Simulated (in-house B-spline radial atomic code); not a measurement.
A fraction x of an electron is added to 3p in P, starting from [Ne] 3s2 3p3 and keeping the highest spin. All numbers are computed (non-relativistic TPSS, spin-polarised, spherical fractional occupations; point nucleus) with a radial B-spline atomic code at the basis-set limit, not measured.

| x | E(x) - E(0) (eV) | 3p down level (eV) |
| --- | --- | --- |
| 0 | 0.0000 | - |
| 0.1 | -0.3330 | -2.997 |
| 0.2 | ? | ? |
| 0.3 | -0.8033 | -1.719 |
| 0.4 | ? | ? |
| 0.5 | -1.0261 | -0.524 |

What belongs in the row x = 0.2?

An energy change of -0.6001 eV; 3p down at -2.348 eV.

What belongs in the row x = 0.4?

An energy change of -0.9446 eV; 3p down at -1.111 eV.

Up to what added charge does this functional bind the extra electron?

The highest level rises by about 5.9 eV per electron near x = 0.5 and would reach zero near x = 0.59, so a whole extra electron isn't bound at the basis-set limit.
